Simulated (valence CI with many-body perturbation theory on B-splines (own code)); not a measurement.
E1 line list for Ho LXII

Method: configuration interaction combined with many-body perturbation theory (CI+MBPT): four valence electrons over a frozen Dirac-Fock core [He], radial functions for each j: 11 s, 11 p, 9 d, 7 f, 5 g, 2 h, 1 i, with the one-electron correlation potential Σ1, the two-electron term Σ2, the three-electron term Σ3, Breit, model QED; selected CI, second order for the rest (own B-spline code, finite nucleus).

The last digits are not significant, and no measured levels were compared; by estimate large intervals hold to a few tenths of a per cent, small ones and those within an open d or f shell to about a per cent. Among the levels kept, up to 280 cm⁻¹ of a level comes from second order outside the variational space, and about a tenth of that is noise between levels of different J, which matters for small intervals.

Lines 101 to 150 of 247 in falling wavelength, among levels below 728.43 Ry, chosen from the strongest by gf and those to the six lowest levels. Wavelengths and rates use the calculated energies. Electric multipoles are in the length gauge, E1 and E2 with the static RPA response of the core. Weak lines are less certain than strong ones. Lines between different terms over intervals too small for the method are left out, as are lines whose strength nearly cancels. The highest levels of a list are the least certain.

Levels are named by their leading jj configuration (3d3/2^4 stands for four electrons in 3d with j = 3/2), which in mixed levels can hold well under half, so a name can repeat and another be missing. Letters in brackets count levels of one name in rising energy.

| λ vac (Å) | Upper | Lower | A (s⁻¹) | log gf | Branch % |
| --- | --- | --- | --- | --- | --- |
| 1.688 | (2s^2 2p1/2 3s) J=1 | (2s^2 2p1/2 2p3/2) J=2 | 1.14e+14 | -0.83 | 66.2 |
| 1.688 | (2s 2p1/2 2p3/2 3s) J=2 [b] | (2s 2p1/2 2p3/2^2) J=3 | 9.83e+13 | -0.68 | 53.1 |
| 1.686 | (2s 2p1/2 2p3/2 3s) J=1 [a] | (2s 2p1/2 2p3/2^2) J=2 [a] | 1.07e+14 | -0.86 | 56.4 |
| 1.685 | (2s^2 2p1/2 3s) J=0 | (2s^2 2p1/2 2p3/2) J=1 | 1.40e+14 | -1.23 | 100.0 |
| 1.685 | (2s^2 2p3/2 3s) J=2 | (2s^2 2p3/2^2) J=2 | 7.23e+13 | -0.81 | 65.1 |
| 1.684 | (2s^2 2p1/2 3s) J=1 | (2s^2 2p1/2 2p3/2) J=1 | 2.24e+13 | -1.54 | 13.0 |
| 1.683 | (2s^2 2p3/2 3s) J=1 | (2s^2 2p3/2^2) J=2 | 1.19e+14 | -0.82 | 56.1 |
| 1.615 | (2s 2p1/2^2 3d3/2) J=1 | (2s 2p1/2^2 2p3/2) J=1 | 1.23e+14 | -0.84 | 80.5 |
| 1.614 | (2s 2p1/2^2 3d3/2) J=2 | (2s 2p1/2^2 2p3/2) J=1 | 2.58e+12 | -2.30 | 1.3 |
| 1.602 | (2s 2p1/2 2p3/2 3d3/2) J=1 [c] | (2s 2p1/2 2p3/2^2) J=1 [b] | 1.18e+14 | -0.87 | 24.9 |
| 1.600 | (2s 2p1/2 2p3/2 3d3/2) J=2 [a] | (2s 2p1/2 2p3/2^2) J=2 [a] | 7.30e+13 | -0.85 | 13.8 |
| 1.599 | (2s 2p1/2 2p3/2 3d5/2) J=1 | (2s 2p1/2 2p3/2^2) J=0 | 2.40e+14 | -0.56 | 42.5 |
| 1.599 | (2s 2p1/2 2p3/2 3d5/2) J=3 [b] | (2s 2p1/2 2p3/2^2) J=2 [b] | 8.24e+13 | -0.66 | 8.3 |
| 1.599 | (2s 2p1/2^2 3d3/2) J=1 | (2s 2p1/2^2 2p3/2) J=2 | 2.92e+13 | -1.47 | 19.1 |
| 1.599 | (2s 2p1/2 2p3/2 3d3/2) J=3 [b] | (2s 2p1/2 2p3/2^2) J=3 | 5.11e+13 | -0.86 | 5.1 |
| 1.598 | (2s^2 2p1/2 3d3/2) J=2 | (2s^2 2p1/2 2p3/2) J=2 | 1.59e+14 | -0.52 | 90.1 |
| 1.598 | (2s 2p1/2 2p3/2 3d5/2) J=2 [b] | (2s 2p1/2 2p3/2^2) J=1 [b] | 2.59e+14 | -0.30 | 27.3 |
| 1.598 | (2s 2p1/2^2 3d3/2) J=2 | (2s 2p1/2^2 2p3/2) J=2 | 1.90e+14 | -0.44 | 97.0 |
| 1.597 | (2s 2p1/2 2p3/2 3d3/2) J=1 [d] | (2s 2p1/2 2p3/2^2) J=1 [a] | 1.29e+14 | -0.83 | 9.2 |
| 1.597 | (2s 2p1/2 2p3/2 3d5/2) J=2 [b] | (2s 2p1/2 2p3/2^2) J=2 [b] | 4.31e+14 | -0.08 | 45.4 |
| 1.596 | (2s 2p1/2 2p3/2 3d3/2) J=2 [b] | (2s 2p1/2 2p3/2^2) J=3 | 1.20e+14 | -0.64 | 12.0 |
| 1.594 | (2s 2p1/2^2 3d5/2) J=2 | (2s 2p1/2^2 2p3/2) J=1 | 8.77e+14 | 0.22 | 92.3 |
| 1.594 | (2s^2 2p1/2 3d3/2) J=2 | (2s^2 2p1/2 2p3/2) J=1 | 1.71e+13 | -1.49 | 9.7 |
| 1.593 | (2s 2p1/2 2p3/2 3d3/2) J=1 [d] | (2s 2p1/2 2p3/2^2) J=0 | 4.17e+14 | -0.32 | 29.7 |
| 1.593 | (2s^2 2p1/2 3d3/2) J=1 | (2s^2 2p1/2 2p3/2) J=2 | 2.71e+13 | -1.51 | 2.0 |
| 1.592 | (2s^2 2p3/2 3d3/2) J=2 | (2s^2 2p3/2^2) J=2 | 7.53e+13 | -0.84 | 7.8 |
| 1.591 | (2s^2 2p3/2 3d3/2) J=3 | (2s^2 2p3/2^2) J=2 | 8.74e+12 | -1.63 | 1.0 |
| 1.590 | (2s^2 2p3/2 3d3/2) J=1 | (2s^2 2p3/2^2) J=2 | 1.94e+14 | -0.66 | 16.6 |
| 1.589 | (2s^2 2p1/2 3d3/2) J=1 | (2s^2 2p1/2 2p3/2) J=1 | 1.54e+14 | -0.76 | 11.3 |
| 1.583 | (2s^2 2p3/2 3d5/2) J=1 | (2s^2 2p3/2^2) J=0 | 9.57e+14 | 0.03 | 90.5 |
| 1.583 | (2s 2p1/2 2p3/2 3d5/2) J=3 [b] | (2s 2p1/2 2p3/2^2) J=3 | 7.68e+14 | 0.31 | 77.2 |
| 1.582 | (2s 2p1/2 2p3/2 3d5/2) J=2 [a] | (2s 2p1/2 2p3/2^2) J=2 [a] | 4.81e+14 | -0.04 | 84.0 |
| 1.582 | (2s 2p1/2^2 3d5/2) J=3 | (2s 2p1/2^2 2p3/2) J=2 | 9.82e+14 | 0.41 | 100.0 |
| 1.582 | (2s 2p1/2 2p3/2 3d5/2) J=4 [b] | (2s 2p1/2 2p3/2^2) J=3 | 1.29e+15 | 0.64 | 99.7 |
| 1.581 | (2s^2 2p1/2 3d5/2) J=2 | (2s^2 2p1/2 2p3/2) J=2 | 1.07e+14 | -0.70 | 10.5 |
| 1.580 | (2s 2p1/2 2p3/2 3d5/2) J=3 [a] | (2s 2p1/2 2p3/2^2) J=2 [a] | 1.33e+15 | 0.54 | 93.1 |
| 1.580 | (2s 2p1/2 2p3/2 3d5/2) J=2 [b] | (2s 2p1/2 2p3/2^2) J=3 | 9.09e+13 | -0.77 | 9.6 |
| 1.580 | (2s^2 2p1/2 3d5/2) J=3 | (2s^2 2p1/2 2p3/2) J=2 | 9.86e+14 | 0.41 | 100.0 |
| 1.579 | (2s 2p1/2 2p3/2 3d3/2) J=2 [c] | (2s 2p1/2 2p3/2^2) J=2 [a] | 1.57e+14 | -0.53 | 50.2 |
| 1.579 | (2s 2p1/2^2 3d5/2) J=2 | (2s 2p1/2^2 2p3/2) J=2 | 6.61e+13 | -0.91 | 7.0 |
| 1.578 | (2s^2 2p3/2 3d5/2) J=2 | (2s^2 2p3/2^2) J=2 | 7.65e+14 | 0.15 | 99.4 |
| 1.577 | (2s^2 2p1/2 3d5/2) J=2 | (2s^2 2p1/2 2p3/2) J=1 | 9.15e+14 | 0.23 | 89.5 |
| 1.575 | (2s 2p1/2 2p3/2 3p3/2) J=3 [a] | (2s^2 2p3/2^2) J=2 | 4.26e+14 | 0.05 | 91.5 |
| 1.575 | (2s 2p1/2 2p3/2 3p3/2) J=1 [a] | (2s^2 2p3/2^2) J=2 | 2.18e+12 | -2.62 | 0.9 |
| 1.574 | (2s 2p1/2 2p3/2 3d5/2) J=3 [b] | (2s 2p1/2 2p3/2^2) J=2 [a] | 1.38e+14 | -0.45 | 13.8 |
| 1.574 | (2s^2 2p3/2 3d5/2) J=3 | (2s^2 2p3/2^2) J=2 | 1.27e+15 | 0.52 | 99.8 |
| 1.574 | (2s 2p1/2 2p3/2 3d3/2) J=2 [d] | (2s 2p1/2 2p3/2^2) J=2 [a] | 8.41e+13 | -0.81 | 6.8 |
| 1.572 | (2s^2 2p3/2 3d5/2) J=1 | (2s^2 2p3/2^2) J=2 | 8.06e+13 | -1.05 | 7.6 |
| 1.571 | (2s 2p1/2 2p3/2 3p3/2) J=1 [b] | (2s^2 2p3/2^2) J=2 | 5.30e+12 | -2.23 | 1.9 |
| 1.570 | (2s 2p1/2 2p3/2 3p3/2) J=2 [a] | (2s^2 2p3/2^2) J=2 | 1.07e+13 | -1.70 | 4.8 |

**Question.** How does gf follow from A for the line at 1.684 Å?

**Answer.** gf = 1.4992 × (2J+1)_upper × A / σ², with σ = 59378746 cm⁻¹ and 2J+1 = 3: gf = 0.0286.
